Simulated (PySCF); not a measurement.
Coordinates in bohr (charge 0 multiplicity 3):
```
Mo   -0.1670    0.0000   -0.4567
N    -2.7320    0.0000    1.2035
F     2.8750    0.0000    1.4642
```

Computed with UPBE0 in PySCF with Mo def2-TZVP with ECP28, N def2-TZVP, F def2-TZVP; scalar-relativistic core potentials, no spin–orbit coupling; density-fitted integrals.

This geometry of FMoN is a stationary point at this level.

Q: What is the point group?

A: Cs.

Q: Is it a minimum?

A: Yes: all harmonic wavenumbers are real.

Q: Which band is strongest in the infrared?

A: 613 cm⁻¹ (a'), 148 km/mol.

Q: Give the atomic charges and bond orders.

A: 
| atom | Mulliken | Löwdin | polar tensor | spin (Mulliken) | Mayer order to Mo1 |
| --- | --- | --- | --- | --- | --- |
| Mo1 | 1.03 | 0.61 | 1.34 | 2.31 | – |
| N2 | -0.49 | -0.27 | -0.62 | -0.34 | 2.84 |
| F3 | -0.54 | -0.34 | -0.73 | 0.03 | 0.74 |

This need not be the most stable arrangement of these atoms. Open d and f shells are described by one determinant, and the ground state may have another occupation or spin.
